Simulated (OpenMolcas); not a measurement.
# Pt6+: effect of the level shift or regulariser

```
Program             : OpenMolcas 26.06
Basis               : ANO-RCC-VTZP [8s7p5d3f1g]
Scalar Hamiltonian  : DKH2, point nucleus
Active space        : 4 electrons in 5 orbitals (5d)
State averaging     : 2S+1 = 5 even, 5 roots; 2S+1 = 3 even, 45 roots; 2S+1 = 1 even, 50 roots
Spin-orbit coupling : RASSI with atomic mean-field integrals over the reference wave functions, term energies averaged over their components
```

Methods on the same reference wave functions:
A. CASSCF
B. MS-CASPT2, IPEA 0.25 Eh, imaginary shift 0.1 Eh (closed shells correlated: 5s 5p)
C. MS-CASPT2, IPEA 0.25 Eh, real shift 0.2 Eh (closed shells correlated: 5s 5p)
D. MS-CASPT2, IPEA 0.25 Eh, sigma2 regulariser 0.3 Eh (closed shells correlated: 5s 5p)

Energies in cm⁻¹ above 5d⁴ ⁵D₁.

```tsv
Level	A	B	C	D
5d⁴ ⁵D₁	0.0	0.0	0.0	0.0
5d⁴ ⁵D₂	5820	6020	6020	6020
5d⁴ ⁵D₃	10159	10130	10130	10130
5d⁴ ⁵D₄ [51 %]	12649	11960	11970	11960
5d⁴ ³H₄ [52 %]	22841	21690	21690	21690
5d⁴ ³G₃ [62 %]	28369	26020	26030	26020
5d⁴ ³F₂(1) [57 %]	29748	26700	26720	26700
5d⁴ ³H₅ [74 %]	30157	28620	28620	28620
5d⁴ ³P₁(1) [69 %]	31295	28600	28630	28590
5d⁴ ³H₆ [69 %]	33252	31710	31720	31710
5d⁴ ³G₄ [63 %]	37245	34970	34980	34970
5d⁴ ³G₅ [74 %]	48062	45970	45980	45970
5d⁴ ¹I₆ [69 %]	50346	48450	48460	48450
5d⁴ ³D₁	50805	47170	47180	47170
5d⁴ ¹S₀(1) [69 %]	58902	54540	54570	54530
5d⁴ ¹F₃ [57 %]	62392	57330	57360	57330
5d⁴ ³F₃(2)	74976	69210	69230	69210
5d⁴ ³P₁(2)	76142	69580	69610	69580
5d⁴ ¹G₄(2) [69 %]	80312	74090	74110	74090
5d⁴ ³P₀(2)	80323	73560	73570	73560
5d⁴ ¹D₂(2)	99217	90070	90100	90070
5d⁴ ¹S₀(2)	125342	113880	113910	113880
```

A puts 5d⁴ ⁵D₀ [62 %] lowest. B puts 5d⁴ ⁵D₀ [55 %] lowest. C puts 5d⁴ ⁵D₀ [55 %] lowest. D puts 5d⁴ ⁵D₀ [55 %] lowest.

Among B to D the level of the table that moves most is 5d⁴ ¹S₀(1) [69 %], by 36 cm-1 (lowest in D, highest in C). Moves below CASPT2's spread within the term are not significant.

From A to B the spin-free energies of the other terms of 5d⁴ shown, above ⁵D, scale by factors of 0.85 to 0.91, as is usual when dynamic correlation screens the repulsion within a d or f shell.

The lowest spin-free term lies below A's lowest term by 0.261 hartree in B, 0.261 hartree in C, 0.261 hartree in D.

CASPT2 does not keep the components of a term degenerate, so their means are used; among the terms shown or strongly mixed into the levels shown the widest spread is 920 cm-1 (5d⁴ ¹I, D). Without dynamic correlation excited terms often stand tens of per cent too high (terms of higher spin than the ground term too low), and those without a measured partner can miss by more than the paired ones (holds for A). The CASPT2 spread within a term exceeds the gap to the next term for 5d⁴ ³D and 5d⁴ ¹I, so the order of their levels is uncertain (holds for B; C; D). Levels of configurations outside the active space are missing. The table leaves out levels that lie high or whose names do not pair safely across all columns.

A share in square brackets marks a mixed level and gives the weight of the term that names it, the lowest over the columns. A number in round brackets counts repeated terms of one configuration in the order of the reference energies.
